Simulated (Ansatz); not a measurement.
CH₃FInO, SMILES `C[O][In][F]` radical. The species carries charge 0 and has multiplicity 2. In: def2 effective core potential. The structure was optimised at the PBE0-D4/def2-TZVP level. It is one conformer, not always the lowest.

```xyz
7

C     0.242   -0.835   -0.191
O    -0.349    0.088   -1.080
In   -0.796    1.921   -0.385
F    -0.319    2.132    1.519
H     0.389   -0.443    0.824
H    -0.391   -1.726   -0.113
H     1.223   -1.138   -0.574
```

(1) What is the dipole moment at r2SCAN/def2-TZVPP? (Best estimate.)

(2) And with PBE, B3LYP, ωB97M-V? (Estimate.)

(3) Give the Mulliken charges with r2SCAN, B3LYP, ωB97M-V in def2-TZVPP. (An estimate is asked.)

## Answers

(1) The calculation gave: 1.78 D, with components (-0.61, 0.40, -1.63) D in this frame, pointing from negative to positive charge.

(2) The calculation gave: PBE 1.65 D, B3LYP 1.88 D, ωB97M-V 1.98 D.

(3) Ansatz gave: 
```
atom  r2SCAN  B3LYP  ωB97M-V
  C1    0.03  -0.11    -0.16
  O2   -0.49  -0.48    -0.50
 In3    0.78   0.79     0.82
  F4   -0.49  -0.49    -0.49
  H5    0.07   0.10     0.11
  H6    0.05   0.09     0.11
  H7    0.05   0.09     0.11
```

B3LYP here is the variant with VWN-RPA as its local correlation; programs differ in this.
